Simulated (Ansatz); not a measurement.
Basis sets compared for the cluster Na₄Li (the lowest doublet isomer of a short search). Charge 0, multiplicity 2. Geometry PBE/def2-TZVP. Ansatz on 4 threads of Arm Neoverse V2 on a shared host; times are rough, and most runs start from earlier orbitals.

```tsv
atom	x (Å)	y (Å)	z (Å)
Li1	-0.838	0.120	0.090
Na2	-1.885	-2.627	-1.117
Na3	1.450	-1.878	-0.903
Na4	-0.799	3.034	1.380
Na5	2.072	1.351	0.550
```

At r2SCAN/def2-TZVP, r2SCAN/def2-TZVPD the charge 0 doublet is spin-contaminated (final ⟨S²⟩ up to 0.85, 0.75 for a pure state). The structure comes from a short search, and lower isomers may exist.

```tsv
level	functions	energy (Eh)	HOMO (eV)	LUMO (eV)	wall time
PBE/def2-SVP	69	-655.9643	-2.71	-2.16	1.6 s
PBE/def2-TZVP (with forces)	142	-656.2117	-2.74	-2.19	2.8 s
r2SCAN/def2-TZVP	142	-656.5549	-2.84	-1.79	16 s
PBE0/def2-SVP	69	-656.0250	-3.15	-1.66	3.3 s
PBE0/def2-TZVP	142	-656.2695	-3.18	-1.67	3.5 s
```

Q: Estimate the rows for PBE/def2-TZVPD, r2SCAN/def2-TZVPD, PBE0/def2-TZVPD.

A: 
| level | functions | energy (Eh) | HOMO (eV) | LUMO (eV) | wall time |
| --- | --- | --- | --- | --- | --- |
| PBE/def2-TZVPD | 157 | -656.2122 | -2.74 | -2.19 | 3.4 s |
| r2SCAN/def2-TZVPD | 157 | -656.5551 | -2.84 | -1.79 | 25 s |
| PBE0/def2-TZVPD | 157 | -656.2698 | -3.18 | -1.67 | 4.8 s |
